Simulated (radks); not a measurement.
Problem. Excited configurations of La I: one electron is placed in a higher orbital outside [Xe] 5d2. The ground configuration is [Xe] 5d1 6s2. All-electron calculation, Dirac Kohn-Sham, LDA (Slater exchange, Perdew-Wang correlation), spin-unpolarised, spherical densities, point nucleus; open shells fill j = l - 1/2 first. Program: a radial shooting solver on a logarithmic mesh with Libxc functionals. Excitation = E - E(ground); binding = E(ion) - E, where the ion is the core of charge +1; n* = 1/sqrt(2 binding) in atomic units, and the quantum defect is n - n*.

outer orbital  excitation (eV)  binding (eV)     n*  quantum defect  eigenvalue (eV)  <r> (bohr)
5f5/2                    5.262         0.926  3.832           1.168           -0.433       16.97
6p1/2                    2.830         3.358  2.013           3.987           -1.715       5.984
6d3/2                    4.714         1.474  3.039           2.961           -0.725       11.69
6f5/2                    5.540         0.648  4.583           1.417           -0.371       28.60
7s1/2                    4.173         2.016  2.598           4.402           -1.209       10.85
7p1/2                    4.650         1.538  2.974           4.026           -0.902       13.47
7d3/2                    5.277         0.911  3.865           3.135           -0.533       21.69
7f5/2                    5.717         0.471  5.375           1.625           -0.293       42.84

Estimate the row for 6s1/2.

Solution. excitation (eV) 0.745; binding (eV) 5.443; n* 1.581; quantum defect 4.419; eigenvalue (eV) -3.273; <r> (bohr) 4.569. The Delta-SCF ionisation energy is 6.188 eV (NIST Atomic Spectra Database: 5.577 eV, measured). Self-interaction in the functional shifts the binding energies and quantum defects, so they are the method's values and not measured ones. Spin polarisation and multiplet splitting are left out, so open shells lie too high by an amount that depends on their filling.

Beside tabulated values, note that spin-unpolarised runs miss the spin-polarisation part of the exchange energy of open shells.
